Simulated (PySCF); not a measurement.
Compound: C2H8FNSi3.
Structure used (GFN2-xTB), in Å, numbered top down from 1:
```
atom  x, y, z in Å
N1    -2.264    2.721    0.188
C2    -2.217    1.581    0.074
Si3   -2.082   -0.271   -0.143
Si4   -0.255   -0.675   -1.508
C5     1.303   -0.879   -0.400
F6     0.996   -1.883    0.539
Si7    1.926    0.655    0.572
H8    -2.026   -0.779    1.232
H9    -3.379   -0.643   -0.725
H10   -0.414   -1.924   -2.268
H11    0.069    0.389   -2.466
H12    2.125   -1.297   -0.991
H13    0.801    1.186    1.340
H14    2.405    1.609   -0.425
H15    3.008    0.220    1.453
```

Method: TDDFT CAM-B3LYP/def2-SVPD, vertical, gas phase, core orbitals frozen in the response in PySCF 2.14.0, density-fitted response routines.

Transition dipole moments from the ground state, in atomic units and in the frame of the coordinates above (overall signs are arbitrary), for the states with f of 0.002 or more among the lowest 8:

```
state  E (eV)      μx      μy      μz
   S1   6.876   0.520  -0.001   0.346
   S2   6.903   0.164  -0.032  -0.125
   S3   7.042  -0.183  -0.274  -0.109
   S4   7.223  -0.089   0.161   0.009
   S5   7.318   0.004   0.186   0.247
   S7   7.477  -0.300   0.008   0.181
   S8   7.671  -0.453  -0.167   0.026
```

Question: Work out the oscillator strengths.

Answer: f = (2/3) ΔE |μ|² with ΔE in hartree (27.2114 eV).

| state | \|μ\|² (au) | \|μ\| (D) | f |
| --- | --- | --- | --- |
| S1 | 0.390 | 1.59 | 0.066 |
| S2 | 0.044 | 0.53 | 0.007 |
| S3 | 0.121 | 0.88 | 0.021 |
| S4 | 0.034 | 0.47 | 0.006 |
| S5 | 0.096 | 0.79 | 0.017 |
| S7 | 0.123 | 0.89 | 0.022 |
| S8 | 0.233 | 1.23 | 0.044 |

Question: Which bond between heavy atoms lies closest to the direction of the S1 transition dipole?

Answer: Si4–C5, at 6° from it; next C5–Si7 at 57°.

Question: What angle do the transition dipoles of S7 and S8 make?

Answer: |cos θ| = |μa·μb| / (|μa| |μb|) = 0.82, so θ ≈ 35° (taken between 0 and 90°, since the signs are arbitrary).

Question: How is the summed strength of these states shared among x, y and z?

Answer: (2/3) Σ ΔE μα² gives 0.112 for x, 0.029 for y and 0.042 for z, 0.183 in all.

Question: What peak molar absorption coefficient would the strongest computed level give as a lone Gaussian band 0.3 eV wide at half height?

Answer: ε(max) = 2.175×10⁸ f / FWHM, with the width in cm⁻¹. S1: 2.175×10⁸ × 0.0658 / 2420 ≈ 5900 L mol⁻¹ cm⁻¹.

One conformer stands for the species.
